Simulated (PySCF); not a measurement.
Two-component Hartree-Fock for Au (gold, neutral)

Start: [Xe] 4f14 5d10 6s1; 6s1/2 filled at m_j = +1/2. Calculated with PySCF 2.14 in x2c-TZVPall-2c with one added diffuse shell each of s, p, d type (12s12p11d2f, 117 functions): generalised Hartree-Fock with the X2C-1e Hamiltonian and a Gaussian nucleus; one run each with spin-orbit coupling (SO) switched off, then screened by Boettger's factors.

| spinor shell | electrons | ε, spin-free (eV) | ε, screened SO (eV) | weight of nominal j (screened SO) | rms radius, screened SO (bohr) |
| --- | --- | --- | --- | --- | --- |
| 1s1/2 | 2 | -81176.7 | -81145.6 | 1.000 | 0.0190 |
| 2s1/2 | 2 | -14475.0 | -14465.2 | 1.000 | 0.0768 |
| 2p1/2 | 2 | -12525.8 | -13847.7 | 1.000 | 0.0651 |
| 2p3/2 | 4 | -12525.8 | -12006.6 | 1.000 | 0.0731 |
| 3s1/2 | 2 | -3485.0 | -3481.8 | 1.000 | 0.196 |
| 3p1/2 | 2 | -2910.6 | -3205.1 | 1.000 | 0.188 |
| 3p3/2 | 4 | -2910.6 | -2792.7 | 1.000 | 0.204 |
| 3d3/2 | 4 | -2287.2 | -2338.6 | 1.000 | 0.179 |
| 3d5/2 | 6 | -2287.2 | -2250.5 | 1.000 | 0.183 |
| 4s1/2 | 2 | -792.96 | -792.03 | 1.000 | 0.433 |
| 4p1/2 | 2 | -601.43 | -672.88 | 1.000 | 0.438 |
| 4p3/2 | 4 | -601.43 | -572.68 | 1.000 | 0.471 |
| 4d3/2 | 4 | -366.31 | -377.48 | 1.000 | 0.485 |
| 4d5/2 | 6 | -366.31 | -358.24 | 1.000 | 0.497 |
| 5s1/2 | 2 | -127.46 | -127.37 | 1.000 | 1.000 |
| 4f5/2 | 6 | -103.39 | -105.19 | 1.000 | 0.544 |
| 5p1/2 | 2 | -74.432 | -86.786 | 1.000 | 1.09 |
| 5p3/2 | 4 | -74.432 | -69.589 | 1.000 | 1.19 |
| 5d3/2 | 4 | -12.395 | -13.548 | 0.997 | 1.68 |
| 5d5/2 | 6 | -12.395 | -11.682 | 0.998 | 1.78 |
| 6s1/2 | 1 | -7.972 | -8.005 | 1.000 | 3.29 |

**Question.** Where does 4f7/2 lie, and what is the 4f spin-orbit splitting (screened SO)?

**Answer.** At -101.40 eV, 3.785 eV above 4f5/2.

```csv
quantity,spin-free,screened SO
E (hartree),-18997.40608,-19026.84351
M_J,1/2,1/2
⟨J²⟩,0.753,0.753
⟨L²⟩,0.000,0.182
⟨S²⟩,0.753,0.936
```

Breit and QED terms are absent; they matter most for the inner s and p1/2 levels.

Densities and radii are taken from the X2C orbitals without a picture-change correction, which distorts them close to the nucleus.

Without spin-orbit coupling the j labels of p, d and f shells carry no meaning; the spin-free column gives the mean over the occupied spinors of each nl shell.
